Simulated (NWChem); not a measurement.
**Correlation energy of HSi (+1)**

```
Si
H 1 1.5419
```
Charge +1, spin multiplicity 1.

Program: NWChem. The geometry was optimised at PBE/def2-SVP, a minimum by its harmonic frequencies.

Basis set: 3-21G. Each correlation energy counts from its own Hartree-Fock reference.

The correlated methods keep 5 core orbitals frozen. The structure started from a generated list of species. Coupled-cluster values serve here as a point of comparison, not as the truth.

```tsv
method	correlation energy (mHa)
CR-CCSD[T]	-52.9
CR-CCSD(T)	-52.9
MP2	[?]
SCS-MP2	[?]
CCSD	[?]
CCSD+T(CCSD)	-52.9
CCSD(T)	-52.9
CCSDT	-53.0
```

Q: Some entries are withheld; supply them.

A: 
- MP2, correlation energy (mHa): -33.6
- SCS-MP2, correlation energy (mHa): -39.7
- CCSD, correlation energy (mHa): -52.6
